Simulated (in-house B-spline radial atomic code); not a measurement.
Ionisation energies with and without relativity, with size and susceptibility from the Dirac run. Dirac energy differences include first-order Breit, QED and recoil terms. NIST's values go from ground level to ground level; the uncertainty of those that are theory runs from under 0.1 % in few-electron ions to several per cent in heavy many-electron ones. Computed with an all-electron radial atomic-structure program (B-spline basis): non-relativistic Hartree-Fock and Dirac-Hartree-Fock, averages of the configuration (point nuclei without relativity, finite nuclei with it).

```csv
ion,configuration,configuration after,ionisation non-relativistic (eV),ionisation Dirac Breit and QED (eV),tabulated value (eV),tabulated kind,radius at density 0.001 (bohr),diamagnetic susceptibility (10⁻⁶ cm³/mol)
Cu6+,[Ar] 3d5,[Ar] 3d4,134.94,134.32,139,semi-empirical,2.104,-6.4468
Zn6+,[Ar] 3d6,[Ar] 3d5,?,?,?,semi-empirical,?,?
Ga6+,[Ar] 3d7,[Ar] 3d6,142.87,142.14,140.8,tabulated theory,2.06,-6.4454
Ge6+,[Ar] 3d8,[Ar] 3d7,146.78,145.98,144.9,tabulated theory,2.037,-6.4273
As6+,[Ar] 3d9,[Ar] 3d8,150.65,149.79,147,tabulated theory,2.015,-6.4006
Se6+,[Ar] 3d10,[Ar] 3d9,154.49,153.56,155.327,measured,1.993,-6.3669
Br6+,[Ar] 3d10 4s1,[Ar] 3d10,?,?,?,semi-empirical,?,?
Kr6+,[Ar] 3d10 4s2,[Ar] 3d10 4s1,105.38,106.95,109.13,tabulated theory,2.62,-8.5779
Rb6+,[Ar] 3d10 4s2 4p1,[Ar] 3d10 4s2,96.91,97.26,98.67,semi-empirical,2.696,-9.6358
```

**Question.** Fill in the row of Zn6+.

**Answer.** ionisation non-relativistic (eV): 138.93; ionisation Dirac Breit and QED (eV): 138.25; tabulated value (eV): 133.9; radius at density 0.001 (bohr): 2.082; diamagnetic susceptibility (10⁻⁶ cm³/mol): -6.4528.

**Question.** Fill in the row of Br6+.

**Answer.** ionisation non-relativistic (eV): 100.28; ionisation Dirac Breit and QED (eV): 101.72; tabulated value (eV): 103.03; radius at density 0.001 (bohr): 2.532; diamagnetic susceptibility (10⁻⁶ cm³/mol): -7.5835.
